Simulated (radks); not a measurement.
Coulomb parameter of the 4f shell of the terbium ion Tb+ in the model configuration [Xe] 4f8.5 6s1.5, as a second difference U = [E(n + 0.25) + E(n - 0.25) - 2 E(n)] / (0.25)^2 with all orbitals relaxed. "Bare": the charge of the atom changes with n. "Screened": the 6s shell takes up the change at fixed total charge, which measures U(4f,4f) + U(6s,6s) - 2 U(4f,6s). Method: Dirac Kohn-Sham, PBE, spin-unpolarised, spherical densities, finite nucleus; open shells are shared between the two j in proportion to 2j + 1; Fermi nuclear charge, rms radius 5.06 fm; computed with a radial shooting solver on a logarithmic mesh with Libxc functionals. Estimate both.

Answer. U(bare) = 15.481 eV, U(screened by 6s) = 6.717 eV.
